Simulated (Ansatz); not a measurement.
Frontier orbitals of CH₅BrOSn (`C[O][SnH2][Br]`).

```xyz
9

C     0.970   -0.676    0.883
O    -0.344   -0.825    0.400
Sn   -1.042    0.404   -0.944
Br   -0.875    2.681    0.025
H     1.114    0.281    1.401
H     1.158   -1.481    1.599
H     1.721   -0.752    0.085
H    -2.672   -0.014   -1.132
H    -0.032    0.381   -2.316
```

The species carries charge 0 and has multiplicity 1. Correlated methods include outer-core shells of Br, Sn, which these sets cover unevenly. Scalar relativity is left out up to krypton. Sn: def2 effective core potential. The structure was optimised at the PBE0-D4/def2-TZVP level. It is one conformer, not always the lowest. Basis def2-TZVPP, Ansatz 0.2.0.

```
             functional  HOMO (eV)  LUMO (eV)  gap (eV)
                    PBE      -6.41      -1.95      4.46
                   BLYP      -6.33      -1.91      4.42
                   PBE0      -7.96      -1.05      6.91
                r2SCAN0      -8.20      -0.89      7.31
HSE06 (plane-wave form)      -7.56      -1.42      6.14
              CAM-B3LYP      -9.40      -0.10      9.30
                LC-ωPBE     -10.73       1.11     11.84
                ωB97M-V     -10.34       0.77     11.11
```

A quarter of exact exchange (PBE0) shifts PBE's HOMO by −1.55 eV and its LUMO by +0.90 eV; full exchange at long range (ωB97M-V) shifts them by −3.93 and +2.72 eV. The gap opens from 4.47 to 11.12 eV, since occupied levels lose self-interaction and empty ones feel all the electrons. A positive LUMO is unbound and depends on the basis.

LC-ωPBE has ω = 0.4 bohr⁻¹.
